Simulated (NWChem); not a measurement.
System meant: CH2NO anion

Here is an NWChem input.

```
start job
memory heap 200 mb stack 900 mb global 1100 mb
charge -1
geometry units angstroms noautosym nocenter noautoz
  N      0.133236    -1.202342     0.000000
  C     -0.363875     0.015665     0.000000
  O      0.201039     1.149295     0.000000
  H      1.157155    -1.108337     0.000000
  H     -1.492110     0.015980     0.000000
end
basis spherical
  * library def2-svp
end
dft
  xc xtpss03 ctpss03
  iterations 150
end
property
  shielding
end
task dft property
```

End of the output:

```
 Vector   15  Occ=0.000000D+00  E= 3.172115D-01
              MO Center= -3.0D-01, -4.6D-01, -5.5D-12, r^2= 5.1D+00
   Bfn.  Coefficient  Atom+Function         Bfn.  Coefficient  Atom+Function
  ----- ------------  ---------------      ----- ------------  ---------------
    49      1.643565  5 H  s                 17     -1.251073  2 C  s
    44      1.145445  4 H  s                 21      0.733946  2 C  px
     3     -0.630669  1 N  s                  7     -0.557902  1 N  px
    18      0.254838  2 C  px                 4      0.237071  1 N  px
    35     -0.211946  3 O  px                32     -0.158743  3 O  px

 center of mass
 --------------
 x =   0.01619671 y =   0.02719788 z =   0.00000000

 moments of inertia (a.u.)
 ------------------
         152.136820377056          -0.221527985341           0.000000000000
          -0.221527985341          21.690528226548           0.000000000000
           0.000000000000           0.000000000000         173.827348603604

     Multipole analysis of the density
     ---------------------------------

     L   x y z        total         alpha         beta         nuclear
     -   - - -        -----         -----         ----         -------
     0   0 0 0     -1.000000    -12.000000    -12.000000     23.000000

     1   1 0 0      0.066807      0.011899      0.011899      0.043008
     1   0 1 0      0.108450      0.262474      0.262474     -0.416497
     1   0 0 1      0.000000      0.000000      0.000000      0.000000

     2   2 0 0    -14.633061    -15.900345    -15.900345     17.167628
     2   1 1 0     -1.154355      0.518254      0.518254     -2.190862
     2   1 0 1      0.000000      0.000000      0.000000      0.000000
     2   0 2 0    -22.006609    -50.136017    -50.136017     78.265426
     2   0 1 1      0.000000      0.000000      0.000000      0.000000
     2   0 0 2    -14.546148     -7.273074     -7.273074      0.000000

          -----------------------------------------
          Chemical Shielding Tensors (GIAO, in ppm)
          -----------------------------------------

 ------------------------------------------------------------------------
  xtpss03: d2 not coded                    0
 ------------------------------------------------------------------------
 ------------------------------------------------------------------------
  current input line :
    21: task dft property
 ------------------------------------------------------------------------
 ------------------------------------------------------------------------
 This error has not yet been assigned to a category
 ------------------------------------------------------------------------
 For more information see the NWChem manual at https://nwchemgit.github.io

0: xtpss03: d2 not coded:Received an Error in Communication
```

### Question
Can this run be used? If not, why, and what is the fix?

### Answer
The run crashed. Cause: this functional's second derivatives, which shieldings need, aren't coded here; the fix takes a hybrid GGA instead. This input runs:
```
start job
memory heap 200 mb stack 900 mb global 1100 mb
charge -1
geometry units angstroms noautosym nocenter noautoz
  N      0.133236    -1.202342     0.000000
  C     -0.363875     0.015665     0.000000
  O      0.201039     1.149295     0.000000
  H      1.157155    -1.108337     0.000000
  H     -1.492110     0.015980     0.000000
end
basis spherical
  N library def2-svp
  C library def2-svp
  O library def2-svp
  H library def2-svp
end
dft
  xc pbe0
  iterations 150
end
property
  shielding
end
task dft property
```
It converges to -168.96987 Ha (PBE0/def2-SVP, GIAO).
